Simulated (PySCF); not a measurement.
Method: B3LYP-D3(BJ)/def2-TZVP // r2SCAN-D4/def2-SVP (PySCF). Isolated molecules, 0 K electronic values unless said otherwise. One relaxed conformer stands for a flexible species; it need not be the lowest. B3LYP has the VWN-RPA correlation part, as in Gaussian. 

Reference species: [Cd(Br)2] (neutral, multiplicity 1).

The coordination number is 2. The charge on the central atom (Mulliken) is 0.71 e and the HOMO comes out as -8.13 eV. The mean distance from the central atom to its bonded neighbours is 2.404 Å.

Changed species: [Cd(OH)2] (0 of 2 OH replaced by Br; the reference has 2 of 2 OH replaced by Br).

Problem. What does the change do to the coordination number, charge on the central atom (Mulliken), HOMO and mean distance from the central atom to its bonded neighbours?

Solution. the coordination number stays essentially unchanged; the charge on the central atom (Mulliken) rises by 0.17 e, to 0.88 e; the HOMO rises by 0.30 eV, to -7.83 eV; the mean distance from the central atom to its bonded neighbours decreases by 0.443 Å, to 1.961 Å.
